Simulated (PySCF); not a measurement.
## Computed properties of C3H6F2Si, SMILES F[C@@H]1C([SiH3])[C@H]1F

C3H6F2Si, SMILES [C@H]1(F)[C@H](F)C1[SiH3]. Geometry: B3LYP-D3(BJ)/def2-SVP. The structure was generated by enumeration; whether it is a known compound was not checked. One conformer was computed; it need not be the lowest. All values are computed for the isolated molecule unless a solvent is named; none is compared with measurement here.

**Structure.** All 30 harmonic modes at B3LYP-D3(BJ)/def2-SVP (PySCF) are real, so it is a minimum. With heavy atoms numbered as in [F:1][C@H:2]1[C@H:3]([F:4])[CH:5]1[SiH3:6], the shortest bond between them is F1–C2 at 1.362 Å and the longest C5–Si6 at 1.882 Å.

**Vibrations.** The strongest infrared lines (harmonic, unscaled, degenerate partners summed) lie at 942 cm⁻¹ (197 km/mol, H 83 %, Si 10 %), 2229 cm⁻¹ (98 km/mol, H 97 %), 2240 cm⁻¹ (95 km/mol, H 96 %). The softest mode is at 109 cm⁻¹ and the zero-point energy is 50.7 kcal/mol.

**Electronic structure.** M06-2X/def2-TZVP (PySCF) places the frontier levels at -9.58 and 1.30 eV, a gap of 10.88 eV, and gives a dipole moment of 0.98 D and a mean polarisability of 60.2 bohr³. PBE/def2-TZVP (PySCF) at the same geometry gives -6.77 and -0.30 eV, so its gap is 4.41 eV narrower. An orbital gap is neither the optical nor the fundamental gap.

**Excitations.** TDDFT-CAM-B3LYP/def2-SVPD (PySCF) has S1 at 7.67 eV (162 nm, f = 0.011, weak); the most intense of the 10 singlets computed lies at 8.91 eV (f = 0.05). T1 (TDA) is at 7.28 eV. TDDFT-PBE/def2-SVPD (PySCF) puts S1 at 6.61 eV. No vertical singlet excitation falls in the visible range (under 3.1 eV).

**NMR.** GIAO shifts at PBE0/pcSseg-1 (PySCF) (non-relativistic, atoms alike by connectivity averaged): ¹³C from 13.0 to 78.3 ppm against TMS; ¹H from 0.9 to 4.9 ppm against TMS; ²⁹Si at -68.0 ppm against TMS; ¹⁹F at -234.0 ppm against CFCl3.

**Solvation.** SMD-B3LYP/def2-SVP (PySCF) gives 0.4 kcal/mol in water, -3.6 kcal/mol in acetonitrile, -3.5 kcal/mol in diethylether (1 M in both phases, gas-phase geometry).
